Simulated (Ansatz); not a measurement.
Steps of a relaxation of GaH₅Si₂ with RKS PBE-D4/def2-SVP.

```sh
$ ansatz run in.yaml --threads 2 --pin off --events-out ev --progress --plain --max-ram 4352MiB
```

```yaml
crystal:
  periodic: [false, false, false]
  atoms:
    - {symbol: Si, position_ang: [-0.939700, 0.431700, -0.620400]}
    - {symbol: Si, position_ang: [0.866800, -0.041100, 0.493900]}
    - {symbol: Ga, position_ang: [-1.008900, -1.209900, 1.105900]}
    - {symbol: H, position_ang: [-1.077500, -0.444500, -1.761500]}
    - {symbol: H, position_ang: [-0.880400, 1.843300, -1.163000]}
    - {symbol: H, position_ang: [0.921600, 0.762100, 1.736100]}
    - {symbol: H, position_ang: [2.071900, 0.278800, -0.328000]}
    - {symbol: H, position_ang: [0.138400, -1.677600, 0.481200]}
basis:
  gaussian: {orbitals: def2-SVP}
hamiltonian: {xc: pbe, dispersion: d4}
relax: {f_tol: 0.03, max_steps: 200}
```

Positions (Å) and forces (eV/Å) along the path, 17 of 25 steps:

```xyz
8
step=1 energy=-68182.1651 eV
Si   -0.940    0.432   -0.620   -1.499    2.727   -0.671
Si    0.867   -0.041    0.494    4.030    1.191   -2.345
Ga   -1.009   -1.210    1.106   -8.076   -0.684    3.732
H    -1.077   -0.445   -1.762    0.099   -1.085   -0.875
H    -0.880    1.843   -1.163   -0.365   -0.036    0.470
H     0.922    0.762    1.736   -0.270   -0.103    0.844
H     2.072    0.279   -0.328    0.564   -0.544    0.134
H     0.138   -1.678    0.481    5.517   -1.466   -1.289
8
step=3 energy=-68185.2941 eV
Si   -1.080    0.510   -0.660   -0.262   -0.183   -0.099
Si    0.925    0.030    0.326   -0.058    0.024    0.219
Ga   -1.323   -1.309    1.123   -1.585   -0.308    0.580
H    -1.041   -0.477   -1.819    0.106    0.165   -0.176
H    -0.977    1.925   -1.116   -0.208    0.276   -0.066
H     0.925    0.636    1.743    0.159   -0.270   -0.327
H     2.257    0.158   -0.337    0.315   -0.411    0.105
H     0.406   -1.530    0.684    1.532    0.708   -0.237
8
step=4 energy=-68185.7402 eV
Si   -1.138    0.511   -0.666    0.122   -0.336   -0.147
Si    0.918    0.054    0.308    0.259    0.266    0.142
Ga   -1.465   -1.371    1.171   -0.613   -0.036    0.120
H    -1.020   -0.436   -1.875    0.002    0.285    0.057
H    -1.047    1.942   -1.122   -0.217    0.090   -0.020
H     0.967    0.621    1.728    0.111    0.002   -0.232
H     2.309    0.036   -0.290   -0.105   -0.120    0.081
H     0.568   -1.414    0.690    0.442   -0.151    0.000
8
step=5 energy=-68185.8946 eV
Si   -1.077    0.482   -0.686    0.005   -0.229   -0.076
Si    0.966    0.038    0.341    0.111    0.073    0.042
Ga   -1.601   -1.383    1.108   -0.249    0.030   -0.023
H    -0.996   -0.353   -1.966    0.055    0.138    0.088
H    -1.241    1.931   -1.076   -0.035   -0.014    0.093
H     1.082    0.691    1.705    0.040    0.095   -0.127
H     2.332   -0.057   -0.299   -0.073   -0.061    0.046
H     0.627   -1.407    0.817    0.146   -0.032   -0.043
8
step=6 energy=-68185.9491 eV
Si   -1.036    0.428   -0.689   -0.145    0.246   -0.207
Si    1.010    0.024    0.352   -0.054   -0.027    0.202
Ga   -1.752   -1.408    1.036   -0.037    0.023   -0.038
H    -0.910   -0.291   -2.030   -0.015    0.124    0.083
H    -1.376    1.905   -0.938    0.161   -0.409    0.082
H     1.166    0.841    1.625    0.038   -0.096   -0.163
H     2.353   -0.165   -0.316   -0.108    0.014    0.018
H     0.638   -1.392    0.905    0.160    0.125    0.024
8
step=7 energy=-68185.9932 eV
Si   -1.046    0.373   -0.718   -0.121    0.024    0.090
Si    0.975    0.009    0.402    0.193   -0.014   -0.117
Ga   -1.838   -1.462    0.929   -0.082   -0.053    0.038
H    -0.876   -0.210   -2.102    0.074    0.029   -0.059
H    -1.337    1.847   -0.824   -0.012    0.044   -0.019
H     1.265    0.936    1.553   -0.072    0.050   -0.005
H     2.242   -0.208   -0.384    0.000   -0.025    0.005
H     0.706   -1.342    1.086    0.020   -0.054    0.068
8
step=8 energy=-68186.0121 eV
Si   -1.051    0.328   -0.723    0.071   -0.079    0.085
Si    1.002   -0.024    0.400   -0.041    0.033   -0.044
Ga   -1.974   -1.475    0.894   -0.029   -0.025    0.004
H    -0.820   -0.126   -2.146   -0.006    0.014   -0.058
H    -1.369    1.802   -0.723    0.020    0.053   -0.019
H     1.270    1.015    1.456    0.004    0.024    0.024
H     2.255   -0.258   -0.403   -0.036   -0.001   -0.016
H     0.780   -1.319    1.187    0.018   -0.019    0.024
8
step=9 energy=-68186.0148 eV
Si   -1.049    0.279   -0.723    0.081   -0.008   -0.051
Si    1.009   -0.041    0.422    0.000    0.101    0.054
Ga   -2.095   -1.520    0.831   -0.012    0.018   -0.033
H    -0.788   -0.055   -2.187   -0.023    0.026    0.156
H    -1.352    1.763   -0.637   -0.002   -0.062   -0.014
H     1.304    1.099    1.383   -0.019   -0.164   -0.120
H     2.216   -0.299   -0.450   -0.055    0.002    0.071
H     0.847   -1.282    1.306    0.029    0.087   -0.064
8
step=10 energy=-68186.0200 eV
Si   -1.044    0.271   -0.711    0.053   -0.016   -0.037
Si    1.018   -0.035    0.422    0.015    0.016    0.087
Ga   -2.158   -1.529    0.792   -0.012    0.009   -0.020
H    -0.784   -0.051   -2.175   -0.016    0.013    0.096
H    -1.366    1.748   -0.620   -0.004   -0.021   -0.009
H     1.331    1.108    1.364   -0.017   -0.069   -0.067
H     2.217   -0.307   -0.451   -0.020    0.008    0.008
H     0.878   -1.262    1.323    0.001    0.060   -0.057
8
step=11 energy=-68186.0256 eV
Si   -1.023    0.252   -0.677   -0.041   -0.053    0.046
Si    1.047   -0.025    0.435   -0.019   -0.070    0.032
Ga   -2.304   -1.543    0.705   -0.001    0.026   -0.025
H    -0.776   -0.058   -2.137    0.007   -0.006   -0.023
H    -1.385    1.717   -0.590   -0.003    0.033   -0.003
H     1.384    1.137    1.328    0.004    0.038    0.026
H     2.214   -0.302   -0.473    0.036   -0.002   -0.029
H     0.935   -1.234    1.353    0.016    0.035   -0.025
8
step=12 energy=-68186.0295 eV
Si   -1.012    0.222   -0.646   -0.082   -0.106    0.101
Si    1.073   -0.027    0.446    0.040   -0.027    0.034
Ga   -2.477   -1.547    0.615    0.036    0.069   -0.053
H    -0.763   -0.059   -2.112    0.008   -0.008   -0.035
H    -1.394    1.683   -0.547    0.006    0.020    0.000
H     1.422    1.174    1.287   -0.009    0.018    0.015
H     2.214   -0.294   -0.499    0.019   -0.004   -0.020
H     1.030   -1.208    1.400   -0.018    0.037   -0.042
8
step=17 energy=-68186.0407 eV rejected
Si   -0.986    0.129   -0.547   -0.052    0.063   -0.111
Si    1.152   -0.014    0.453    0.274   -0.024   -0.011
Ga   -2.908   -1.249    0.585    0.065    0.050   -0.015
H    -0.827   -0.382   -1.980    0.004    0.041    0.136
H    -1.280    1.621   -0.696    0.035   -0.151    0.009
H     1.296    1.065    1.516   -0.016   -0.162   -0.145
H     2.309    0.131   -0.540   -0.283   -0.016    0.253
H     1.336   -1.356    1.154   -0.027    0.200   -0.115
8
step=19 energy=-68186.0507 eV
Si   -0.978    0.144   -0.573   -0.063   -0.006   -0.025
Si    1.143   -0.019    0.454    0.031   -0.001   -0.007
Ga   -2.828   -1.245    0.638    0.017    0.021   -0.001
H    -0.823   -0.372   -1.997    0.023    0.012    0.056
H    -1.281    1.627   -0.716    0.029   -0.036   -0.001
H     1.271    1.044    1.525    0.010   -0.095   -0.068
H     2.292    0.130   -0.521   -0.053    0.003    0.099
H     1.297   -1.367    1.134    0.007    0.104   -0.053
8
step=21 energy=-68186.0574 eV
Si   -0.984    0.134   -0.584   -0.063    0.005   -0.051
Si    1.130   -0.019    0.452    0.232    0.016    0.059
Ga   -2.870   -1.117    0.723    0.015    0.021   -0.006
H    -0.829   -0.481   -1.970    0.020    0.022    0.083
H    -1.241    1.613   -0.835    0.033   -0.072    0.025
H     1.220    0.926    1.637   -0.052   -0.089   -0.126
H     2.287    0.303   -0.477   -0.121   -0.031    0.101
H     1.379   -1.415    1.000   -0.064    0.128   -0.086
8
step=22 energy=-68186.0636 eV
Si   -0.979    0.107   -0.572    0.072    0.039   -0.049
Si    1.146   -0.014    0.445   -0.010   -0.004    0.009
Ga   -2.908   -1.033    0.729   -0.057   -0.033    0.050
H    -0.822   -0.534   -1.941    0.000   -0.001    0.003
H    -1.231    1.579   -0.848    0.005    0.001   -0.007
H     1.185    0.880    1.660   -0.006    0.002    0.004
H     2.291    0.378   -0.455   -0.010    0.008   -0.003
H     1.410   -1.420    0.925    0.005   -0.011   -0.006
8
step=24 energy=-68186.0669 eV
Si   -0.971    0.094   -0.597   -0.035   -0.014    0.013
Si    1.139   -0.016    0.444    0.024    0.003    0.016
Ga   -2.913   -0.926    0.829    0.031    0.017   -0.021
H    -0.815   -0.608   -1.935   -0.003    0.000    0.000
H    -1.193    1.558   -0.934   -0.003   -0.002   -0.003
H     1.112    0.781    1.729    0.014   -0.030   -0.034
H     2.276    0.507   -0.402   -0.030   -0.016    0.033
H     1.457   -1.448    0.810    0.002    0.041   -0.004
8
step=25 energy=-68186.0674 eV
Si   -0.974    0.092   -0.599   -0.011   -0.007    0.009
Si    1.136   -0.015    0.444    0.022   -0.002    0.014
Ga   -2.912   -0.915    0.833    0.016    0.009   -0.011
H    -0.814   -0.614   -1.933   -0.005   -0.003   -0.004
H    -1.194    1.555   -0.940   -0.004    0.003   -0.003
H     1.113    0.770    1.733    0.001   -0.009   -0.009
H     2.273    0.515   -0.396   -0.016   -0.004    0.007
H     1.463   -1.446    0.802   -0.003    0.013   -0.003
```

It took 30 s on 2 threads of an Intel Xeon on a shared host, with 0.16 GiB of host memory at the peak.
